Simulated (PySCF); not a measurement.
FGe, charge +1, multiplicity 1. Atoms are numbered in the order given.

```xyz
2

F      0.0000     0.0000    -1.3277
Ge     0.0000     0.0000     0.3734
```
Charge +1, spin multiplicity 1.

Geometry: PBE-D3(BJ)/def2-TZVPD. The multiplicity is an assumed one; other spin states were not compared.

Level of theory: B3LYP/def2-TZVPD run with PySCF.

Mulliken values depend strongly on the basis, most of all with diffuse functions as here. Atomic charges (e):

```json
[
 {"atom": "F1", "IAO": "…", "Mulliken": "-0.17"},
 {"atom": "Ge2", "IAO": "…", "Mulliken": "1.17"}
]
```

Question: Complete the blanks. (An estimate is asked for; the answer gives what the named calculation found.)

Answer: 
- F1, IAO: -0.39
- Ge2, IAO: 1.39
